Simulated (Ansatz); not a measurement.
One change: `CSc1ccccc1` becomes `Fc1ccccc1`.

Ansatz, PBE0-D4/def2-TZVP geometries, multiplicity 1. Each molecule was computed in one conformer, which needn't be the lowest.

```
                               property  `CSc1ccccc1`
HOMO–LUMO gap (ωB97M-V/def2-TZVPP) / eV          9.74
  HOMO–LUMO gap (B3LYP/def2-TZVPP) / eV          5.35
  LUMO energy (ωB97M-V/def2-TZVPP) / eV          1.71
    LUMO energy (B3LYP/def2-TZVPP) / eV         -0.47
    HOMO–LUMO gap (PBE/def2-TZVPP) / eV          3.86
     HOMO energy (PBE0/def2-TZVPP) / eV         -6.02
```

Task: Give the same properties after the change, and the shifts. (Best estimate.)

Result: The calculation gave: 
```json
{"property": "HOMO–LUMO gap (ωB97M-V/def2-TZVPP) / eV", "`Fc1ccccc1`": "10.82", "shift": "1.08"}
{"property": "HOMO–LUMO gap (B3LYP/def2-TZVPP) / eV", "`Fc1ccccc1`": "6.29", "shift": "0.94"}
{"property": "LUMO energy (ωB97M-V/def2-TZVPP) / eV", "`Fc1ccccc1`": "1.52", "shift": "-0.19"}
{"property": "LUMO energy (B3LYP/def2-TZVPP) / eV", "`Fc1ccccc1`": "-0.70", "shift": "-0.23"}
{"property": "HOMO–LUMO gap (PBE/def2-TZVPP) / eV", "`Fc1ccccc1`": "4.75", "shift": "0.89"}
{"property": "HOMO energy (PBE0/def2-TZVPP) / eV", "`Fc1ccccc1`": "-7.21", "shift": "-1.19"}
```

With PBE0 the HOMO falls by 1.19 eV and the LUMO falls by 0.23 eV, so the gap widens by about 0.96 eV. PBE moves the HOMO by -1.12 eV and ωB97M-V by -1.27 eV.

B3LYP here is the variant with VWN-RPA as its local correlation; programs differ in this.
